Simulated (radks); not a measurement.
The numbers below are computed, except where a source is named.
Problem. These are the eigenvalues of the occupied orbitals of an atom or ion with whole-number occupations (hartree). Code: a radial shooting solver on a logarithmic mesh with Libxc functionals. Model: scalar-relativistic Kohn-Sham, BLYP, spin-polarised, spherical densities, finite nucleus; Fermi nuclear charge, rms radius of each element as measured or else 0.836 A^(1/3) + 0.57 fm.

orbital  eigenvalue
1s down   -3270.251
1s up     -3270.250
2s up     -612.1750
2s down   -612.1660
2p up     -530.0635
2p down   -530.0563
3s up     -171.9499
3s down   -171.7000
3p up     -148.3723
3p down   -148.1167
3d up     -124.3189
3d down   -124.1231
4s up     -62.53534
4s down   -62.15255
4p up     -54.50366
4p down   -54.14067
4d up     -45.33155
4d down   -44.97344
4f up     -35.46677
4f down   -35.06945

Which element is it, and in what charge state? The configuration may be excited. Open shells, if any, are filled with parallel spins first.

Solution. Z = 82, lead, charge +28: Pb28+ in [Kr] 4d10 4f8. The list shows which subshells hold electrons but not how many an open one holds; the 1s level, -3270.3 hartree, gives Z - s = 80.9 by -(Z - s)^2/2, which with screening and relativity narrows Z to a few neighbours, and the depths of the outer levels then fix element, charge and occupations together.
